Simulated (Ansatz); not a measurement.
Compare A (`Cc1ccccc1-c1ccccc1`) with its isomer B (`Cc1ccc(-c2ccccc2)cc1`).

Calculated with Ansatz (gas phase, PBE0-D4/def2-TZVP geometries, no zero-point term in ΔE). CCSD(T)/CBS adds triple-zeta CCSD(T) − MP2 to the extrapolated MP2 energy (def2 sets, frozen cores). Functionals use def2-TZVPP. B3LYP here is the variant with VWN-RPA as its local correlation; programs differ in this. Each species was taken in one conformer, which may not be the lowest.

A:

```xyz
25

C     0.327   -2.311    0.343
C     1.101   -1.063    0.648
C     2.320   -1.168    1.313
C     3.068   -0.052    1.647
C     2.595    1.210    1.327
C     1.383    1.334    0.670
C     0.629    0.215    0.316
C    -0.655    0.425   -0.385
C    -1.618    1.276    0.157
C    -2.816    1.505   -0.500
C    -3.072    0.890   -1.717
C    -2.120    0.047   -2.270
C    -0.924   -0.184   -1.609
H     0.594   -3.104    1.044
H     0.539   -2.684   -0.663
H    -0.750   -2.144    0.402
H     2.682   -2.155    1.585
H     4.014   -0.168    2.164
H     3.166    2.094    1.584
H     1.009    2.317    0.405
H    -1.423    1.750    1.113
H    -3.555    2.164   -0.058
H    -4.009    1.068   -2.232
H    -2.307   -0.430   -3.226
H    -0.178   -0.830   -2.057
```

B:

Z-matrix (Å, degrees):
```
C
C 1 1.498
H 1 1.092 2 111.4
H 1 1.095 2 111.0 3 119.4
H 1 1.091 2 111.4 3 -120.9
C 2 1.392 1 121.0 3 -35.7
C 2 1.391 1 121.2 3 145.4
C 6 1.383 2 121.2 1 -178.6
H 6 1.085 2 119.4 1 2.1
C 7 1.384 2 121.2 1 178.7
H 7 1.085 2 119.4 1 -0.9
C 8 1.394 6 121.0 2 -0.2
H 8 1.084 6 119.5 2 -178.3
H 10 1.084 7 119.5 2 -178.6
C 12 1.473 8 121.1 6 -179.8
C 15 1.395 12 120.9 8 -37.7
C 15 1.395 12 120.9 8 142.3
C 16 1.385 15 120.9 12 -180.0
H 16 1.084 15 119.3 12 -1.6
C 17 1.385 15 120.9 12 180.0
H 17 1.084 15 119.3 12 -1.6
C 18 1.387 16 120.2 15 -0.0
H 18 1.084 16 119.7 15 179.5
H 20 1.084 17 119.7 15 179.5
H 22 1.084 18 120.3 16 -180.0
```

Which is lower in electronic energy at CCSD(T)/CBS, and by how much? (An estimate is asked.)

The calculation gave: B, by 1.2 kcal/mol.

Give E(B) − E(A) in kcal/mol with CCSD/def2-TZVPP, BLYP-D4, B3LYP, MP2/def2-TZVPP, PBE0-D4, B2PLYP, ωB97M-V. (Estimate.)

Computed: CCSD/def2-TZVPP -1.4, BLYP-D4 -1.5, B3LYP -2.8, MP2/def2-TZVPP -0.8, PBE0-D4 -1.6, B2PLYP -2.0, ωB97M-V -1.1. None reverses the order clearly.

Largest T1 diagnostic: 0.010.

In def2-TZVPP, CCSD(T) changes the Hartree–Fock value by +1.6 kcal/mol (the triples alone add +0.2 kcal/mol) and MP2 by +2.0 kcal/mol. The D4 term adds +1.2 kcal/mol with B3LYP and +0.8 kcal/mol with PBE0; it sums over pairs of atoms, weighted by their polarisabilities, and B3LYP, whose exchange is more repulsive, gets the larger term.
